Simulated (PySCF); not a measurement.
## One molecule, many functionals

Species: o-xylene, C8H10.
InChI=1S/C8H10/c1-7-5-3-4-6-8(7)2/h3-6H,1-2H3

Linear-response calculations in the def2-SVPD basis (PySCF; singlets by full response, triplets Tamm–Dancoff, core orbitals frozen in the response; HF means time-dependent Hartree–Fock). 'Strongest' is the level of largest summed f among the singlets computed (10 roots, of which the last may lack a degenerate partner); it can jump between rows when another state enters that window. S1 is the lowest singlet of each run and needn't be the same state throughout; f(S1) is that of one state. Isolated species at its PBE0-D3(BJ)/def2-SVP geometry, gas phase.

| functional | kind | S1 (eV) | f(S1) | strongest (eV) | T1 (eV) | HOMO (eV) | gap (eV) | ionisation energy, ΔSCF (eV) |
| --- | --- | --- | --- | --- | --- | --- | --- | --- |
| LDA | LDA | 5.05 | 0.002 | 6.59 | 4.30 | -5.99 | 4.80 | 8.72 |
| PBE | GGA | 5.07 | 0.002 | 6.62 | 4.09 | -5.82 | 4.85 | 8.50 |
| B3LYP | global hybrid, 20% exact exchange | 5.25 | 0.002 | 6.79 | 4.06 | -6.58 | 6.31 | 8.56 |
| PBE0 | global hybrid, 25% exact exchange | 5.33 | 0.002 | 6.88 | 3.99 | -6.78 | 6.71 | 8.56 |
| BHandHLYP | global hybrid, 50% exact exchange | 5.51 | 0.002 | 7.05 | 3.89 | -7.56 | 8.52 | 8.40 |
| CAM-B3LYP | range-separated hybrid | 5.36 | 0.002 | 6.94 | 4.01 | -7.97 | 8.98 | 8.61 |
| wB97X-D | range-separated hybrid | 5.37 | 0.002 | 6.96 | 4.12 | -8.53 | 10.18 | 8.59 |
| LC-wPBE | range-separated hybrid | 5.42 | 0.002 | 7.10 | 3.87 | -9.24 | 11.27 | 8.71 |
| HF | Hartree–Fock | 5.77 | 0.003 | 7.39 | 3.33 | -8.65 | 11.36 | not settled |

S1 runs from 5.05 eV (LDA) to 5.77 eV (HF), a spread of 0.72 eV, while the orbital gap spreads over 6.6 eV. Along PBE (0%), B3LYP (20%), PBE0 (25%), BHandHLYP (50%), HF (100%) S1 rises with the share of exact exchange. −ε(HOMO) comes closest to its own ΔSCF ionisation energy with wB97X-D (-0.07 eV) and misses most with LDA (-2.73 eV). 'Not settled' means that the ion's SCF failed to converge or may have ended in another state than the lowest.
